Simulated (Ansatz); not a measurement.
CH$_{3}$S (SMILES [CH2]S), doublet, geometry from GFN2-xTB. Base run: PBE0/aug-cc-pVDZ in Ansatz (a quantum-chemistry and plane-wave program).

Geometry (Å):
```xyz
5

C      0.0813     1.1220    -0.1255
S     -0.0729    -0.5620     0.1331
H      0.8018    -0.9578    -0.7948
H     -0.5328     1.7392     0.4979
H      0.4096     1.4790    -1.0796
```
Charge 0, spin multiplicity 2.
Orbitals are unrestricted.
All else is at Ansatz's defaults.
Base energy -437.85632 Eh.

Variants of this job, named by their change:

```
change                                                          ΔE vs base (kcal/mol)
--------------------------------------------------------------  ---------------------
base                                                                            0.000
nuclear_model = gaussian                                                        0.205
final_grid = 14, 28, 59                                                         0.000
final_grid = 6, 12, 29                                                          0.006
lower_state_search = light                                                      0.000
forces = on                                                                    -0.003
lower_state_search = off                                                        0.000
fitting.mean_field = def2-universal-JKFIT                                      -0.017
point_charge = charge:1.0 position_ang:2.6308, -0.4129, 3.6377                  -5.81
accuracy = high                                                                -0.003
final_grid = 4, 8, 17                                                           0.106
```
